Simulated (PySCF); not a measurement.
silylarsine (H5AsSi), singlet, at a GFN2-xTB geometry, with bond 4-1 at 3.0 times its length; PBE0/3-21G (PySCF).

Here is a job for PySCF.
```python
from pyscf import gto, scf, dft

mol = gto.M(
    atom='''
Si   -1.49296222    0.17053097    0.31614310
As    0.75371282   -0.07592101   -0.21903957
H    -2.29367511   -0.77990177   -0.46688108
H    -2.83110865    4.23502055   -0.73524989
H    -1.81909019   -0.04494677    1.73089424
H     0.88634284   -1.32044560    0.60966261
H     1.19438155    0.73789324    0.96294779
''',
    basis='3-21g',
    verbose=5,
)

mf = dft.RKS(mol)
mf.xc = 'pbe0'
mf.kernel()
mo_i, mo_e, stable_i, stable_e = mf.stability(internal=True, external=True, return_status=True, nroots=6, tol=1e-6)
print('internally stable:', stable_i, ' externally stable:', stable_e)
if not stable_e:
    umf = mf.to_uhf() if not hasattr(mf, 'xc') else mf.to_uks()
    umf.scf_summary = {}
    umf.kernel(umf.make_rdm1(mo_e, umf.mo_occ))
```

Task: Write the output that PySCF gives for this input, abridged.

Result: 
```
PySCF version 2.14.0

[INPUT] verbose = 5
[INPUT] max_memory = 4000
[INPUT] num. atoms = 7
[INPUT] num. electrons = 52
[INPUT] charge = 0
[INPUT] spin (= nelec alpha-beta = 2S) = 0
[INPUT] symmetry False subgroup None
[INPUT] Mole.unit = angstrom
[INPUT] Symbol           X                Y                Z      unit          X                Y                Z       unit  Magmom
[...]
[INPUT] ---------------- BASIS SET ----------------
[INPUT] l, kappa, [nprim/nctr], expnt,             c_1 c_2 ...
[INPUT] Si
[...]
                                137.336           0.386229
                                29.7601           0.67238
[...]
                                8.31729           0.10741
                                2.21645           0.951446
[...]
                                0.302422          1.25165
[...]
                                8.31729           0.457578
                                2.21645           0.607427
[...]
                                0.302422          0.956883
[...]
[INPUT] As
[...]
                                818.17436         0.372779
                                179.26569         0.685184
[...]
                                54.25662          0.087227
                                16.32803          0.968188
[...]
                                5.805144          0.296962
                                1.902084          0.886579
[...]
                                0.341656          1.251764
[...]
                                54.25662          0.562322
                                16.32803          0.459323
[...]
                                5.805144          0.483397
                                1.902084          0.588785
[...]
                                0.341656          0.987433
[...]
                                7.084044          0.511432
                                1.855823          0.582194
[INPUT] H
[...]
                                0.824547          0.904691
[...]
nuclear repulsion = 161.096839824318
number of shells = 27
number of NR pGTOs = 96
number of NR cGTOs = 45
basis = 3-21g
ecp = {}

******** <class 'pyscf.dft.rks.RKS'> ********
method = RKS
initial guess = minao
damping factor = 0
level_shift factor = 0
DIIS = <class 'pyscf.scf.diis.CDIIS'>
diis_start_cycle = 1
diis_space = 8
diis_damp = 0
SCF conv_tol = 1e-09
SCF conv_tol_grad = None
SCF max_cycles = 50
direct_scf = True
direct_scf_tol = 1e-13
XC library pyscf.dft.libxc version 7.1.2
    S. Lehtola, C. Steigemann, M. J. T. Oliveira, and M. A. L. Marques,  SoftwareX 7, 1–5 (2018)
XC functionals = pbe0
    C. Adamo and V. Barone,  J. Chem. Phys. 110, 6158 (1999)
    M. Ernzerhof and G. E. Scuseria,  J. Chem. Phys. 110, 5029 (1999)
radial grids:
    Treutler-Ahlrichs [JCP 102, 346 (1995); DOI:10.1063/1.469408] (M4) radial grids

becke partition: Becke, JCP 88, 2547 (1988); DOI:10.1063/1.454033
pruning grids: <function nwchem_prune>
grids dens level: 3
symmetrized grids: False
atomic radii adjust function: <function treutler_atomic_radii_adjust>
small_rho_cutoff = 0
Set gradient conv threshold to 3.16228e-05
Initial guess from minao.
atom Si rad-grids = 80, ang-grids = [ 50  50  50  50  50  50  50  50  50  50  50  50  50  50  50  50  50  50
  50  50  50  50  50  86  86  86  86  86  86  86  86  86  86  86  86  86
 350 350 350 350 350 350 350 350 434 434 434 434 434 434 434 434 434 434
 434 434 434 434 434 434 434 434 350 350 350 350 350 350 350 350 350 350
 350 350 350 350 350 350 350 350]
atom As rad-grids = 90, ang-grids = [ 50  50  50  50  50  50  50  50  50  50  50  50  50  50  50  50  50  50
  50  50  50  50  50  50  50  50  50  50  50  86  86  86  86  86  86  86
  86  86  86  86  86  86  86  86  86 350 350 350 350 350 350 350 350 350
 350 434 434 434 434 434 434 434 434 434 434 434 434 434 434 434 434 434
 434 434 434 434 434 350 350 350 350 350 350 350 350 350 350 350 350 350]
[...]
converged SCF energy = -2515.41127590279
<class 'pyscf.dft.rks.RKS'> wavefunction is stable in the internal stability analysis
<class 'pyscf.dft.rks.RKS'> wavefunction is stable in the real -> complex stability analysis
<class 'pyscf.dft.rks.RKS'> wavefunction has an RHF/RKS -> UHF/UKS instability
internally stable: True  externally stable: False
[...]
  1.27373165e+00]
multiplicity <S^2> = 0.9987362  2S+1 = 2.2349373
nelec by numeric integration = [26.00000533 26.00000287]
E1 = -3828.6100491842108  E2 = 1152.0315650809862  Ecoul = 1257.5246278449765  Exc = -105.49306276399034
cycle= 18 E= -2515.48164427891  delta_E= -3.92e-09  |g|= 2.41e-05  |ddm|= 0.000109
  alpha mo_energy =
[-4.23047636e+02 -6.57819471e+01 -5.36167905e+01 -4.77225285e+01
 -4.77224487e+01 -4.77215103e+01 -6.98583537e+00 -5.30629729e+00
 -4.99385363e+00 -4.99343847e+00 -4.98861508e+00 -3.63913467e+00
 -3.63790999e+00 -3.63386042e+00 -1.54226979e+00 -1.54155300e+00
 -1.53813825e+00 -1.53733675e+00 -1.53492603e+00 -6.74916173e-01
 -5.21208656e-01 -3.94569612e-01 -3.75172238e-01 -3.42100619e-01
 -3.23969892e-01 -2.74085903e-01 -1.02631656e-01  2.73200174e-02
  3.57614353e-02  7.01288065e-02  1.00538313e-01  1.31097242e-01
  3.02647132e-01  3.29605821e-01  3.73185306e-01  3.82828175e-01
  4.18770707e-01  4.37940484e-01  4.43426791e-01  6.95570416e-01
  8.73561182e-01  1.01693540e+00  1.02139622e+00  1.10706181e+00
  1.12759420e+00]
  beta  mo_energy =
[-4.23047650e+02 -6.57855552e+01 -5.36168296e+01 -4.77225716e+01
 -4.77224861e+01 -4.77214882e+01 -6.98591016e+00 -5.31126025e+00
 -4.99388178e+00 -4.99357311e+00 -4.98859590e+00 -3.64588736e+00
 -3.64201820e+00 -3.64091486e+00 -1.54242801e+00 -1.54163352e+00
 -1.53814906e+00 -1.53742387e+00 -1.53494681e+00 -6.79891866e-01
 -5.43620900e-01 -4.00146481e-01 -3.83637254e-01 -3.48340380e-01
 -2.76250443e-01 -2.36019106e-01  1.42743592e-02  3.18923016e-02
  6.05370728e-02  8.52487467e-02  1.03498019e-01  1.19027573e-01
  2.89819057e-01  3.19971835e-01  3.37680538e-01  3.68229886e-01
  4.16086943e-01  4.33636726e-01  4.40656962e-01  6.90106765e-01
  1.01065004e+00  1.02052636e+00  1.10266892e+00  1.12441065e+00
  1.27202220e+00]
multiplicity <S^2> = 0.99873637  2S+1 = 2.2349375
nelec by numeric integration = [26.00000533 26.00000287]
E1 = -3828.6098446137953  E2 = 1152.03136050991  Ecoul = 1257.524423864081  Exc = -105.49306335417101
cycle= 19 E= -2515.48164427957  delta_E= -6.61e-10  |g|= 6.56e-06  |ddm|= 6.25e-05
  alpha mo_energy =
[-4.23047641e+02 -6.57819520e+01 -5.36167953e+01 -4.77225334e+01
 -4.77224536e+01 -4.77215152e+01 -6.98583958e+00 -5.30630185e+00
 -4.99385784e+00 -4.99344266e+00 -4.98861928e+00 -3.63913933e+00
 -3.63791462e+00 -3.63386494e+00 -1.54227398e+00 -1.54155715e+00
 -1.53814242e+00 -1.53734093e+00 -1.53493022e+00 -6.74917381e-01
 -5.21211155e-01 -3.94569563e-01 -3.75173835e-01 -3.42103084e-01
 -3.23967360e-01 -2.74087594e-01 -1.02634008e-01  2.73182759e-02
  3.57608313e-02  7.01280183e-02  1.00536485e-01  1.31095834e-01
  3.02644903e-01  3.29603322e-01  3.73183502e-01  3.82826302e-01
  4.18769226e-01  4.37938699e-01  4.43425093e-01  6.95569127e-01
  8.73563679e-01  1.01693388e+00  1.02140089e+00  1.10706233e+00
  1.12759113e+00]
  beta  mo_energy =
[-4.23047656e+02 -6.57855600e+01 -5.36168344e+01 -4.77225765e+01
 -4.77224910e+01 -4.77214931e+01 -6.98591437e+00 -5.31126471e+00
 -4.99388596e+00 -4.99357735e+00 -4.98860010e+00 -3.64589184e+00
 -3.64202269e+00 -3.64091930e+00 -1.54243220e+00 -1.54163769e+00
 -1.53815324e+00 -1.53742805e+00 -1.53495101e+00 -6.79893135e-01
 -5.43623116e-01 -4.00146637e-01 -3.83638901e-01 -3.48342747e-01
 -2.76252218e-01 -2.36021228e-01  1.42727400e-02  3.18916233e-02
  6.05360720e-02  8.52472456e-02  1.03493894e-01  1.19025888e-01
  2.89817141e-01  3.19969737e-01  3.37678335e-01  3.68228526e-01
  4.16085606e-01  4.33635281e-01  4.40655110e-01  6.90105531e-01
  1.01064830e+00  1.02053100e+00  1.10266883e+00  1.12440668e+00
  1.27196519e+00]
multiplicity <S^2> = 0.9987357  2S+1 = 2.2349369
nelec by numeric integration = [26.00000533 26.00000287]
E1 = -3828.609994291985  E2 = 1152.0315101880562  Ecoul = 1257.5245768749824  Exc = -105.49306668692603
Extra cycle  E= -2515.48164427961  delta_E= -4.32e-11  |g|= 4.27e-06  |ddm|= 2.47e-05
converged SCF energy = -2515.48164427961  <S^2> = 0.9987357  2S+1 = 2.2349369
```
